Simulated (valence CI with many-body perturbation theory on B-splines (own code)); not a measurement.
## From CI to CI+MBPT in Ag XVI

Computed by relativistic CI+MBPT: four valence electrons over a frozen Dirac-Fock core [Ar] 3d10, a basis of 11 s, 11 p, 9 d, 7 f, 5 g, 2 h, 1 i functions for each j, with the one-electron correlation potential Σ1 (screened to all orders), the two-electron term Σ2, the three-electron term Σ3, Breit, model QED; selected single and double excitations, second order for the rest (own B-spline code, finite nucleus).

No measured levels were compared; by estimate levels hold to about 250 cm⁻¹ or 0.2 % of their energy and the worst to 1 %, as in measured heavy ions of charge 2 to 7; those with d or f electrons hold less well.

Each rung adds one term. CI alone is the Dirac-Coulomb CI over the frozen core; QED comes last and gives the full result, which names the levels. Energies are above 4s2 4p2 3P_0 on the same rung, in eV.

Names give the largest LS component (configuration and term), which can be under half, so a name can repeat, a term be missing and a line seem to break the LS rules; names also repeat where a configuration has a term twice.

| Level | CI alone |
| --- | --- |
| 4s2 4p2 3P_1 | 5.336 |
| 4s2 4p2 3P_2 | 7.112 |
| 4s2 4p2 1D_2 | 13.943 |
| 4s2 4p2 1S_0 | 18.703 |
| 4s 4p3 5S°_2 | 38.024 |
| 4s 4p3 3D°_1 | 45.740 |
| 4s 4p3 3D°_2 | 46.546 |
| 4s 4p3 3D°_3 | 48.634 |
| 4s 4p3 3P°_0 | 52.765 |
| 4s 4p3 3P°_1 | 53.613 |
| 4s 4p3 3P°_2 | 54.358 |
| 4s 4p3 3S°_1 | 60.864 |
| 4s 4p3 1D°_2 | 60.249 |
| 4s 4p3 1P°_1 | 68.502 |
| 4s2 4p 4d 3F°_2 | 68.225 |
| 4s2 4p 4d 3F°_3 | 71.043 |

What do these energies become with core correlation, Breit and QED?

4s2 4p2 3P_1 5.376 (+0.0405); 4s2 4p2 3P_2 7.119 (+0.0062); 4s2 4p2 1D_2 13.962 (+0.0191); 4s2 4p2 1S_0 18.624 (-0.0791); 4s 4p3 5S°_2 38.447 (+0.4221); 4s 4p3 3D°_1 45.850 (+0.1099); 4s 4p3 3D°_2 46.744 (+0.1984); 4s 4p3 3D°_3 48.829 (+0.1949); 4s 4p3 3P°_0 52.825 (+0.0592); 4s 4p3 3P°_1 53.642 (+0.0286); 4s 4p3 3P°_2 54.368 (+0.0100); 4s 4p3 3S°_1 59.979 (-0.8845); 4s 4p3 1D°_2 60.155 (-0.0940); 4s 4p3 1P°_1 67.743 (-0.7594); 4s2 4p 4d 3F°_2 68.161 (-0.0641); 4s2 4p 4d 3F°_3 70.991 (-0.0518).

How does the ionisation energy move along the ladder, and which term matters most?

CI alone 380.76, + Σ1 381.99, + Σ2 381.90, + Σ3 381.82, + Breit 381.56, + QED 381.58 eV. The largest step is Σ1, 1.23 eV. NIST lists 381 ± 3 eV (theoretical).
